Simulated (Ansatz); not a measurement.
Stepwise reaction of `[SiH3][O][In]([SH])[O][SiH3]` with water, as a gas-phase model of exchange steps in deposition or etching. ΔE in kJ/mol.

Isolated molecules relaxed with PBE0-D4/def2-TZVP in Ansatz; ΔE leaves out vibrations. CCSD(T)/CBS is the MP2 limit (def2-TZVPP, def2-QZVPP) plus CCSD(T) − MP2 in def2-TZVPP, frozen cores. This one scheme is used for every species. Functionals use def2-TZVPP. B3LYP here is the variant with VWN-RPA as its local correlation; programs differ in this. Elements past krypton have def2 core potentials. For In outer-core shells are correlated without core-valence functions, which leaves a few kJ/mol of doubt a bond. One conformer a species, not always the lowest.

```json
{"step": "1", "reaction": "`[SiH3][O][In]([SH])[O][SiH3]` + H₂O → `[OH][In]([SH])[O][SiH3]` + `O[SiH3]`", "PBE-D4": "9.2", "B3LYP-D4": "15.8", "ωB97M-V": "14.5", "CCSD(T)/CBS": "20.0"}
{"step": "2", "reaction": "`[OH][In]([SH])[O][SiH3]` + H₂O → `[OH][In]([OH])[SH]` + `O[SiH3]`", "PBE-D4": "14.7", "B3LYP-D4": "18.6", "ωB97M-V": "18.1", "CCSD(T)/CBS": "24.6"}
```

Task: By hand: ΔE of the 2 steps together at CCSD(T)/CBS.

Result: (20.0) + (24.6) = 44.6 kJ/mol, or 22.3 kJ/mol a step.

In ΔE the steps differ by no more than 4.6 kJ/mol. All are uphill at CCSD(T)/CBS. PBE-D4 differs from CCSD(T)/CBS by -10.8 to -9.9 kJ/mol a step. Isolated molecules leave out the surface, adducts and barriers. Largest T1 diagnostic: 0.016.
